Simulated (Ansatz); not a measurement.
C4H8OSi (`C#C[SiH](C)OC`). Total charge 0; spin multiplicity 1. The geometry is a stationary point of PBE0-D4/def2-TZVP. It is one conformer, not always the lowest.

```xyz
14

C    -0.548   -2.728   -0.049
C    -0.375   -1.562    0.209
Si   -0.105    0.212    0.595
C    -1.712    1.058    0.950
O     0.579    0.958   -0.695
C     1.797    0.544   -1.269
H    -0.703   -3.758   -0.275
H     0.821    0.253    1.760
H    -1.546    2.113    1.178
H    -2.378    0.989    0.088
H    -2.206    0.593    1.806
H     2.032    1.219   -2.094
H     1.726   -0.476   -1.660
H     2.617    0.584   -0.543
```

Question: What is the dipole moment at ωB97M-V/def2-TZVPP? (An estimate is asked.)

Answer: Ansatz gave: 0.66 D, with components (0.18, -0.61, -0.16) D in this frame, pointing from negative to positive charge.

Question: And with PBE, r2SCAN, B3LYP? (An estimate is asked.)

Answer: The calculation gave: PBE 0.52 D, r2SCAN 0.60 D, B3LYP 0.63 D.

Question: Give the Mulliken charges with ωB97M-V, r2SCAN, PBE in def2-TZVPP. (Estimate.)

Answer: Ansatz gave: 
```json
{"atom": "C1", "ωB97M-V": "-0.05", "r2SCAN": "-0.10", "PBE": "-0.02"}
{"atom": "C2", "ωB97M-V": "-0.39", "r2SCAN": "-0.34", "PBE": "-0.33"}
{"atom": "Si3", "ωB97M-V": "0.55", "r2SCAN": "0.60", "PBE": "0.46"}
{"atom": "C4", "ωB97M-V": "-0.44", "r2SCAN": "-0.30", "PBE": "-0.37"}
{"atom": "O5", "ωB97M-V": "-0.37", "r2SCAN": "-0.39", "PBE": "-0.31"}
{"atom": "C6", "ωB97M-V": "-0.19", "r2SCAN": "0.00", "PBE": "-0.15"}
{"atom": "H7", "ωB97M-V": "0.23", "r2SCAN": "0.22", "PBE": "0.20"}
{"atom": "H8", "ωB97M-V": "-0.06", "r2SCAN": "-0.11", "PBE": "-0.10"}
{"atom": "H9", "ωB97M-V": "0.12", "r2SCAN": "0.08", "PBE": "0.11"}
{"atom": "H10", "ωB97M-V": "0.13", "r2SCAN": "0.08", "PBE": "0.11"}
{"atom": "H11", "ωB97M-V": "0.12", "r2SCAN": "0.07", "PBE": "0.11"}
{"atom": "H12", "ωB97M-V": "0.13", "r2SCAN": "0.06", "PBE": "0.11"}
{"atom": "H13", "ωB97M-V": "0.12", "r2SCAN": "0.06", "PBE": "0.10"}
{"atom": "H14", "ωB97M-V": "0.11", "r2SCAN": "0.05", "PBE": "0.09"}
```

B3LYP here is the variant with VWN-RPA as its local correlation; programs differ in this.
